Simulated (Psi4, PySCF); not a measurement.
PySCF was given this input:
```python
from pyscf import gto, scf, dft

mol = gto.Mole()
mol.atom = '''
    Ge    0.016829    0.006877    1.033116
    Br    1.000092   -1.519612   -0.478604
    Br   -1.015479    1.513325   -0.465959
'''
mol.basis = '6-31g*'
mol.charge = 0
mol.spin = 0
mol.verbose = 4
mol.build()

mf = dft.RKS(mol)
mf.xc = 'b3lyp5'
mf.grids.atom_grid = (99, 590)
mf.grids.prune = None
mf.kernel()
```

### Question
Give the equivalent Psi4 input.

### Answer
This is not unique; one that fits is 
```
memory 2 GB

molecule mol {
0 1
  Ge    0.016829    0.006877    1.033116
  Br    1.000092   -1.519612   -0.478604
  Br   -1.015479    1.513325   -0.465959
}

set basis 6-31g*
set reference rks
set scf_type pk
set puream true
set d_convergence 1e-8
set dft_radial_points 99
set dft_spherical_points 590

energy('b3lyp5')
print_variables()
```

Both were run: PySCF gave -7224.200402 Eh and Psi4 -7224.200396 Eh, 0.005 mEh apart.
